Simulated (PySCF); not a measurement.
## H2OsO, triplet: structure and spectrum

All numbers come from PySCF, UPBE0, basis Os def2-TZVP with ECP60, O def2-TZVP, H def2-TZVP (scalar-relativistic core potentials, no spin–orbit coupling, density fitting).

The structure is a minimum.

Z-matrix (Å, degrees; charge 0 multiplicity 3):
```
Os
O  1 1.6774
H  1 1.6336 2 116.51
H  1 1.6336 2 116.51 3 180.00
```

| Item | Value |
| --- | --- |
| Point group | C2v |
| Bond lengths | Os–H 1.634 Å (×2), Os–O 1.677 Å |
| Bond angles | H–Os–H 127.0°, H–Os–O 116.5° (×2) |
| Zero-point energy | 43.8 kJ/mol |
| Rotational symmetry number | 2 |
| Entropy at 298.15 K and 1 bar (electronic part: spin only) | 271.1 J/(mol K) |
| Highest occupied level (α) | -6.98 eV |
| Spin squared ⟨S²⟩ | 2.008 |
| Principal polarisabilities | 31.1, 41.7, 46.5 bohr³ |
| Rotational constants | 3.914, 0.3919, 0.3562 cm⁻¹ |
| Dipole moment | 1.94 D |
| Atomisation energy without zero-point energy | 1106 kJ/mol |
| Principal quadrupole moments (Buckingham, traceless) about the centre of mass | -1.97, -0.66, 2.63 D Å |
| Lowest empty level (β) | -3.65 eV |
| Heat capacity Cp at 298.15 K | 46.5 J/(mol K) |
| Enthalpy at 298.15 K above 0 K | 11.21 kJ/mol |

Harmonic modes (masses in u: Os 191.961, O 15.995, H 1.008):
```json
{"symmetry": "b1", "ω (cm⁻¹)": "478", "IR (km/mol)": "6.7", "type": "bend"}
{"symmetry": "b2", "ω (cm⁻¹)": "579", "IR (km/mol)": "1.5", "type": "bend"}
{"symmetry": "a1", "ω (cm⁻¹)": "926", "IR (km/mol)": "1.1", "type": "bend"}
{"symmetry": "a1", "ω (cm⁻¹)": "1059", "IR (km/mol)": "123", "type": "mixed"}
{"symmetry": "b2", "ω (cm⁻¹)": "2130", "IR (km/mol)": "108", "type": "stretch"}
{"symmetry": "a1", "ω (cm⁻¹)": "2155", "IR (km/mol)": "62.9", "type": "stretch"}
```

In C2v the vibrations span b1 + 2b2 + 3a1. Here b1 is antisymmetric to the molecular plane and b2 lies in it.

Charges (e):
```tsv
atom	Mulliken	Löwdin	polar tensor	spin (Mulliken)	Mayer order to Os1
Os1	0.60	0.48	0.85	1.82	–
O2	-0.42	-0.29	-0.58	0.27	1.97
H3,4	-0.09	-0.10	-0.13	-0.05	0.93
```

Mulliken populations on Os1 (electrons outside its core potential): s 2.82, p 6.33, d 6.20, f 0.05.

Other isomers or separated fragments may lie lower. Other spin states or occupations of the open shell can lie lower. At this level a triplet minimum of Cs symmetry lies 18 kJ/mol below this structure. Spin–orbit coupling, left out here, can matter for elements this heavy.

The final relaxation and frequency run took of the order of 90 core-seconds on a shared host.
